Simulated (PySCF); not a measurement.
Input file for PySCF: D3(BJ) and D4 dispersion corrections on H2OSSi (SMILES O[Si]S), a point of a torsion scan.

```python
from pyscf import gto
from pyscf.dispersion import dftd3, dftd4

mol = gto.M(
    atom='''
    O    -0.91729234    0.44548272   -0.59828128
    Si   -0.16252784   -1.00348935   -0.44263675
    S     1.87550161   -0.23035692   -0.36546792
    H    -1.79264430    0.64079213   -0.28128298
    H     1.54953662    1.04835590   -0.48781198
    ''',
    basis='def2-svp',
    charge=0, spin=0, verbose=0, max_memory=1800)
d3, d4 = {}, {}
for xc in ['hf', 'pbe', 'blyp', 'revpbe', 'tpss', 'r2scan', 'b3lyp', 'pbe0', 'bhlyp', 'camb3lyp', 'b2plyp']:
    d3[xc] = float(dftd3.DFTD3Dispersion(mol, xc=xc, version='d3bj', atm=False).get_dispersion()['energy'])
    print(f'D3(BJ) {xc:10s} {d3[xc]:14.8f} Eh')
for xc in ['hf', 'pbe', 'blyp', 'revpbe', 'tpss', 'r2scan', 'b3lyp', 'pbe0', 'bhlyp', 'camb3lyp', 'b2plyp']:
    d4[xc] = float(dftd4.DFTD4Dispersion(mol, xc={'camb3lyp': 'cam-b3lyp'}.get(xc, xc), atm=True).get_dispersion()['energy'])
    print(f'D4     {xc:10s} {d4[xc]:14.8f} Eh')
```

Program output:

```
D3(BJ) hf            -0.03602970 Eh
D3(BJ) pbe           -0.00383548 Eh
D3(BJ) blyp          -0.00888883 Eh
D3(BJ) revpbe        -0.00944199 Eh
D3(BJ) tpss          -0.00498351 Eh
D3(BJ) r2scan        -0.00099304 Eh
D3(BJ) b3lyp         -0.00738736 Eh
D3(BJ) pbe0          -0.00344235 Eh
D3(BJ) bhlyp         -0.00636479 Eh
D3(BJ) camb3lyp      -0.00335675 Eh
D3(BJ) b2plyp        -0.00371309 Eh
D4     hf            -0.01419102 Eh
D4     pbe           -0.00393493 Eh
D4     blyp          -0.00878078 Eh
D4     revpbe        -0.01140616 Eh
D4     tpss          -0.00530584 Eh
D4     r2scan        -0.00083348 Eh
D4     b3lyp         -0.00650812 Eh
D4     pbe0          -0.00328219 Eh
D4     bhlyp         -0.00540780 Eh
D4     camb3lyp      -0.00335885 Eh
D4     b2plyp        -0.00269500 Eh
```

The run finished.

Cost: around 0.04 core-seconds (rough).
